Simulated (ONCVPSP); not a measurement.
# What one change does to a pseudopotential (xenon (Xe), ONCV)

xenon (Xe), optimised norm-conserving Vanderbilt (ONCV), made with ONCVPSP 4.0.1 (LDA (Perdew-Wang 92), non-relativistic). Core [Ar] 3d10 4s2, reference 4p6 4d10 5s2 5p6. Waves: 5s: rc 1.70 bohr, ncon 4, nbas 9, qcut 3.5 1/bohr, 2 projectors, debl 1.9 Ha; 4p+5p: rc 1.45 bohr, ncon 3, nbas 8, qcut 7.6 1/bohr, 2 projectors; 4d: rc 0.95 bohr, ncon 3, nbas 6, qcut 10.6 1/bohr, local; f scattering state at 0.04 Ha: rc 1.60 bohr, ncon 4, nbas 7, qcut 6.9 1/bohr, 2 projectors, debl 1.8 Ha. Local part: the d channel. Core correction: polynomial model core, fcfact 0.5.

All-electron outer shells of the reference configuration (LDA (PZ), non-relativistic, ld1.x):

```json
{"shell": "3d", "level (eV)": "-663.38", "outermost node (bohr)": "–", "outermost maximum (bohr)": "0.23"}
{"shell": "4s", "level (eV)": "-181.72", "outermost node (bohr)": "0.38", "outermost maximum (bohr)": "0.69"}
{"shell": "4p", "level (eV)": "-137.79", "outermost node (bohr)": "0.37", "outermost maximum (bohr)": "0.70"}
{"shell": "4d", "level (eV)": "-62.22", "outermost node (bohr)": "0.34", "outermost maximum (bohr)": "0.75"}
{"shell": "5s", "level (eV)": "-18.29", "outermost node (bohr)": "0.89", "outermost maximum (bohr)": "1.69"}
{"shell": "5p", "level (eV)": "-8.43", "outermost node (bohr)": "0.94", "outermost maximum (bohr)": "1.94"}
```

Change: all radii but the core radius scaled by about 1.22 (s 2.08, p 1.78, d 1.16, f 1.96 bohr).

Cutoffs: the cutoffs (Ha) at which the residual kinetic energy of the hardest occupied pseudo-wave falls to 1 and 0.1 mHa per electron; they do not see the model core or the augmentation charge, which bear on the density cutoff. Errors are all-electron minus pseudo energies relative to the spin-unpolarised reference configuration.

Question: Predict the effect on cutoff, ghosts and configuration errors.

Answer: The potential gets softer (57 Ha and 135 Ha → 49 Ha and 58 Ha); the bound ghosts move from p, s to s; of the 4 tests that both files solve, the error grows in 0 and shrinks in 2 by more than 15 % and 0.3 meV (median size 2.3 → 1.5 meV). A larger radius leaves more room for a smooth pseudo-wave, so fewer plane waves are needed.

| quantity | base | changed |
| --- | --- | --- |
| cutoff, loose | 57 Ha | 49 Ha |
| cutoff, tight | 135 Ha | 58 Ha |
| loose cutoff by channel | s 25 Ha, p 25 Ha, d 57 Ha | s 15 Ha, p 23 Ha, d 49 Ha |
| bound ghosts | s, p | s |
| GHOST(+) flags under 300 eV | none | none |
| error for 4p6 4d10 5s2 5p5, meV [ΔE 12.72 eV] | -0.6 | -0.7 |
| error for 4p6 4d10 5s2 5p4, meV [ΔE 34.60 eV] | -3.9 | -2.3 |
| error for 4p6 4d10 5s2 5p3, meV [ΔE 66.41 eV] | -12 | -5.4 |
| error for 4p6 4d10 5s2 5p5.5, meV [ΔE 5.27 eV] | -0.1 | -0.3 |
| rms error of d²Exc/dni dnj with the model core, mHa | 0.43 | 0.66 |

 A true bound ghost makes a file unfit for plane-wave use even where its test errors are small: the radial tests pick states by their node count and pass the ghost by.
